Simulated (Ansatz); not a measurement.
Reaction (SMILES): CB([O])O → CB([O-])O (an electron is taken up)
Structures are relaxed separately at B3LYP-D3(BJ)/def2-TZVP in Ansatz (a program for electronic structure), one conformer each, not searched for the lowest.

Quantity: adiabatic electron affinity (electronic energy difference), positive where the reaction releases energy, in eV. Correlated levels leave the core frozen unless marked. Open shells are spin-unrestricted. No spin-orbit coupling. No relativistic terms. Anions need diffuse functions: aug- sets have them; def2-D sets add few; the other sets have none. CBS(X,Y): correlation extrapolated as X^-3; Hartree-Fock from the larger set.

Level to compare with: CCSD(T)/CBS(aug-cc-pVTZ,aug-cc-pVQZ) (Ansatz), 2.96 eV. It is a level with limits of its own, and the differences hold the functionals' basis error too.

Problem. Rank these functionals by how close they come to CCSD(T)/CBS(aug-cc-pVTZ,aug-cc-pVQZ), closest first: revPBE/def2-TZVPD (Ansatz); SVWN5/def2-TZVPD (Ansatz); r2SCANh/def2-TZVPD (Ansatz).

Solution. SVWN5/def2-TZVPD (LDA, 3.05 eV, difference 0.09), revPBE/def2-TZVPD (GGA, 2.68 eV, difference -0.28), r2SCANh/def2-TZVPD (hybrid meta-GGA, 2.56 eV, difference -0.40)
